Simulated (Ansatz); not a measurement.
Start from `CS[SiH]` and change one atom or group to get `C[S][Ag]`.

Ansatz, PBE0-D4/def2-TZVP geometries, multiplicity 1. 

Elements past krypton have def2 core potentials.

| property | `CS[SiH]` |
| --- | --- |
| size of the dipole moment (ωB97M-V/def2-TZVPP) / D | 1.43 |
| HOMO–LUMO gap (PBE/def2-TZVPP) / eV | 2.60 |
| LUMO energy (PBE0/def2-TZVPP) / eV | -2.26 |
| HOMO–LUMO gap (PBE0/def2-TZVPP) / eV | 4.42 |
| HOMO energy (ωB97M-V/def2-TZVPP) / eV | -8.72 |
| LUMO energy (B3LYP/def2-TZVPP) / eV | -2.41 |

Problem. Give the same properties after the change, and the shifts. (Estimate.)

Solution. Computed: 
```tsv
property	`C[S][Ag]`	shift
size of the dipole moment (ωB97M-V/def2-TZVPP) / D	4.31	2.88
HOMO–LUMO gap (PBE/def2-TZVPP) / eV	1.47	-1.13
LUMO energy (PBE0/def2-TZVPP) / eV	-2.57	-0.31
HOMO–LUMO gap (PBE0/def2-TZVPP) / eV	3.27	-1.15
HOMO energy (ωB97M-V/def2-TZVPP) / eV	-7.89	0.83
LUMO energy (B3LYP/def2-TZVPP) / eV	-2.91	-0.50
```

With PBE0 the HOMO rises by 0.84 eV and the LUMO falls by 0.31 eV, so the gap narrows by about 1.15 eV. PBE moves the HOMO by 0.79 eV and ωB97M-V by 0.83 eV. The zero-point energy changes by -21.4 kJ/mol with -3 modes. Dipoles are sizes alone; their direction can turn.

B3LYP here is the variant with VWN-RPA as its local correlation; programs differ in this.
